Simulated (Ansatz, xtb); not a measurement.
**H2OSn: where a starting geometry ends**

The starting geometry of this gas-phase singlet has its atoms placed at random.

```xyz
4

O    -0.9627    0.8979    0.5767
Sn    0.2550   -0.9962    0.2672
H    -0.7416   -0.5379    1.2213
H     0.0718    0.4702   -0.9520
```

Q: One run relaxed it with r2SCAN-D4/def2-SVP. What is a likely outcome?

A: It ends as `[OH][SnH]`. Distances that change by over a tenth: O1–Sn2 (2.27 → 2.01 Å). Contacts that open: Sn2–H3 (1.45 → 2.52 Å). Contacts that close: O1–H3 (1.59 → 0.97 Å).

The energy falls by 6.39 eV over 11 steps:

| step | E − E(last) (eV) |
| --- | --- |
| 1 | 6.386 |
| 2 | 4.752 |
| 3 | 2.851 |
| 4 | 2.539 |
| 5 | 0.839 |
| 7 | 0.039 |
| 8 | 0.004 |
| 9 | 0.001 |
| 10 | 0.000 |
| 11 | 0.000 |

Final geometry (Å):

```yaml
atoms:
  - { symbol: O, position_ang: [-0.9688, 0.3442, 0.8877] }
  - { symbol: Sn, position_ang: [0.3673, -0.8076, -0.0797] }
  - { symbol: H, position_ang: [-1.2262, -0.0668, 1.7259] }
  - { symbol: H, position_ang: [0.4503, 0.3642, -1.4208] }
```

From the same start GFN2-xTB reaches the same bonding as this run.

From so rough a start the end depends on the optimiser's path, so another program may land elsewhere. The end wasn't checked by frequencies. Atoms past krypton carry core potentials, without spin–orbit terms. Run with Ansatz 0.2.0, 33 s on 1 thread of AMD EPYC (Zen 3), with other jobs on the host.
